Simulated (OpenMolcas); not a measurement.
**Se: effect of the active space**

| Property | Result |
| --- | --- |
| Program | OpenMolcas |
| Method | CASSCF |
| Basis | ANO-RCC-VDZP |
| Scalar Hamiltonian | X2C, point nucleus |
| Spin-orbit coupling | state interaction with AMFI integrals over the reference wave functions, term energies averaged over their components |

A. 6 electrons in 4 orbitals (4s 4p); 2S+1 = 3 even, 3 roots; 2S+1 = 1 even, 6 roots kept (CI in the orbitals of an earlier block); cost roughly 6 core-seconds
B. 6 electrons in 8 orbitals (4s 4p 5s 5p); 2S+1 = 3 even, 3 roots; 2S+1 = 1 even, 6 roots kept (CI in the orbitals of an earlier block); cost about 16 core-seconds

Energies in eV above 4s2 4p4 3P2, the measured ground level; measured values from NIST Handbook of Basic Atomic Spectroscopic Data.

| Level | A | B | Measured |
| --- | --- | --- | --- |
| 4s2 4p4 3P2 | 0.0000 | 0.0000 | 0.0000 |
| 4s2 4p4 3P1 | 0.2282 | 0.2112 | 0.2467 |
| 4s2 4p4 3P0 | 0.2977 | 0.2728 | 0.3142 |
| 4s2 4p4 1D2 | 1.4664 | 1.4427 | 1.1873 |
| 4s2 4p4 1S0 | 2.7168 | 2.6079 | 2.7830 |

Deviations, from unrounded energies. A percentage is the sum of absolute deviations over the sum of measured energies, with the sign that they share, or ± where signs differ.

```csv
Against measurement,Levels,A,B
mean absolute deviation (cm-1),4,770,1000
fine structure of the ground term (%),2,-6.2,-13.7
other terms of the ground configuration (%),2,±8.7,±10.8
```

A lies closest to measurement on these levels. The largest miss of A in the table is 4s2 4p4 1D2, by +2300 cm-1. The ranking rests on the paired levels alone, and a cruder setting can come out closer through cancelling errors.

Between A and B the level of the table that moves most is 4s2 4p4 1S0, by 880 cm-1 (lowest in B, highest in A).

Without dynamic correlation excited terms often stand tens of per cent too high (terms of higher spin than the ground term too low), and those without a measured partner can miss by more than the paired ones. Terms from blocks run as CI alone lack orbitals of their own. Active for correlation alone: 5p 5s; no level in the range computed is led by a configuration that fills them, so any true level of that kind is missing (holds for B). Measured partners are found by configuration, term and J. A level has none where our copy of the source lacks it or the pairing is in doubt (some pairs that miss far off the trend of their configuration count as doubtful), and it then counts in no deviation. Levels of configurations outside the active space are missing.
